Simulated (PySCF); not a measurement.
C₂H₆AlOSb.
Cartesian coordinates in Å at the PBE0-D3(BJ)/def2-SVP level; atoms count from 1:
```
atom  x, y, z in Å
C1    -2.488    0.364    0.080
C2    -1.604   -0.624    0.244
O3    -0.270   -0.499    0.240
Al4    0.960    0.426   -0.528
Sb5    3.316    0.267    0.634
H6    -3.556    0.147    0.113
H7    -2.177    1.400   -0.085
H8    -1.940   -1.654    0.424
H9     0.571    1.309   -1.788
H10    3.170   -1.442    0.606
H11    4.056    0.279   -0.916
```

Method used: PBE0-D3(BJ)/def2-SVP geometry optimisation, gas phase, def2 core potentials past Kr (PySCF).

Q: Which atoms are bound to Al4, and at what distances?

A: 3 atoms: H9 1.588 Å, O3 1.720 Å, Sb5 2.631 Å. The nearest atom not counted as bound is C2, at 2.88 Å.

Q: List the angles at Al4.

A: 
```csv
angle,degrees,distance of the outer atoms (Å)
Sb5–Al4–H9,127.1,3.81
O3–Al4–H9,118.6,2.84
O3–Al4–Sb5,114.3,3.69
```

Q: What is the shape at Al4?

A: Planar: angles 127.1°, 118.6° and 114.3°, sum 360.0°, 0.02 Å off the plane of its three neighbours.

Q: Which atoms are bound to Sb5, and at what distances?

A: 3 atoms: H10 1.716 Å, H11 1.717 Å, Al4 2.631 Å. The nearest atom not counted as bound is O3, at 3.69 Å.

Q: List the angles at Sb5.

A: 
```tsv
angle	degrees	distance of the outer atoms (Å)
H10–Sb5–H11	91.7	2.46
Al4–Sb5–H11	89.3	3.12
Al4–Sb5–H10	88.7	3.11
```

Q: What is the shape at Sb5?

A: Pyramidal: angles 91.7°, 89.3° and 88.7°, sum 269.6°, 1.10 Å off the plane of its three neighbours.

Q: What are the other bond lengths?

A: C1=C2 1.336 Å; C2–O3 1.340 Å; C1–H6 1.091 Å; C1–H7 1.094 Å; C2–H8 1.098 Å.

Q: Give some angles away from the centre.

A: C1–C2–O3 126.1°, C2–O3–Al4 139.8°.

Q: What are the rotational constants (commonest isotopes, rigid rotor)?

A: A = 10281, B = 617.6, C = 600.3 MHz: a near-prolate asymmetric top.

Point group: C1 (no symmetry element, even within 0.4 Å). Charge 0, singlet. PBE0-D3(BJ)/def2-SVP frequencies: not computed here.

Time: 2.4 min of wall time; peak memory 0.50 GiB. Hardware: one thread, Intel Xeon Platinum 8259CL at 2.50 GHz (x86_64), on a shared host. These figures are those of the optimisation.

One conformer stands for the species.
